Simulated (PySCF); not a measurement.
CH5B2Cl.
Structure used (PBE0-D3(BJ)/def2-SVP), in Å, numbered top down from 1:
```xyz
9
CH5B2Cl angstrom
B     -0.883    0.518    0.064
C      0.305   -0.466   -0.156
B      1.529    0.108    0.610
Cl     2.914    0.759   -0.248
H     -1.393    1.102   -0.864
H     -1.299    0.725    1.181
H      0.509   -0.710   -1.206
H      0.029   -1.363    0.436
H      1.574    0.159    1.814
```

Jobs on this species (9 atoms, 38 electrons) with PySCF (density fitting). Hardware of each: one thread of an Arm Neoverse V1 (shared host). Other jobs ran on the host; a repeat could differ by tens of per cent or more. Peak memory is the resident size of the whole Python process, interpreter and libraries included.

```tsv
level and settings	work	basis functions	SCF cycles	wall time	peak memory
delta-SCF UKS B3LYP, pcX-2 on the ionised atom, pcseg-1 elsewhere, spin-free X2C	ΔSCF core ionisation, 5 holes	127	?	?	?
delta-SCF UKS SCAN, pcX-1 on the ionised atom, pcseg-1 elsewhere, spin-free X2C	ΔSCF core ionisation, 5 holes	107	?	?	?
delta-SCF UKS PBE0, pcX-2 on the ionised atom, pcseg-1 elsewhere, spin-free X2C	ΔSCF core ionisation, 5 holes	127	?	?	?
delta-SCF UKS HF, pcX-2 on the ionised atom, pcseg-1 elsewhere, spin-free X2C	ΔSCF core ionisation, 5 holes	127	63	9.0 s	0.45 GiB
delta-SCF UKS PBE, pcX-2 on the ionised atom, pcseg-1 elsewhere, spin-free X2C	ΔSCF core ionisation, 5 holes	127	73	11 s	0.45 GiB
delta-SCF UKS SCAN, pcX-2 on the ionised atom, pcseg-1 elsewhere, non-relativistic	ΔSCF core ionisation, 5 holes	127	76	18 s	0.45 GiB
delta-SCF UKS SCAN, def2-TZVP on the ionised atom, pcseg-1 elsewhere, spin-free X2C	ΔSCF core ionisation, 5 holes	104	75	17 s	0.45 GiB
PBE0-D3(BJ)/def2-SVP, grid level 1	geometry optimisation from a GFN2-xTB start shaken at random	85	72	25 s	0.35 GiB
delta-SCF UKS SCAN, pcX-2 on the ionised atom, pcseg-1 elsewhere, spin-free X2C	ΔSCF core ionisation, 5 holes	127	76	18 s	0.40 GiB
```

Task: Fill in the missing figures.

Result: 
- delta-SCF UKS B3LYP, pcX-2 on the ionised atom, pcseg-1 elsewhere, spin-free X2C; ΔSCF core ionisation, 5 holes: 23 s, 0.45 GiB, 94 SCF cycles
- delta-SCF UKS SCAN, pcX-1 on the ionised atom, pcseg-1 elsewhere, spin-free X2C; ΔSCF core ionisation, 5 holes: 15 s, 0.45 GiB, 76 SCF cycles
- delta-SCF UKS PBE0, pcX-2 on the ionised atom, pcseg-1 elsewhere, spin-free X2C; ΔSCF core ionisation, 5 holes: 18 s, 0.45 GiB, 70 SCF cycles

Task: What do all jobs in the table cost together?

Result: About 2.6 min; the longest takes about 16 % of that, and about 2.8 times as long as the shortest.
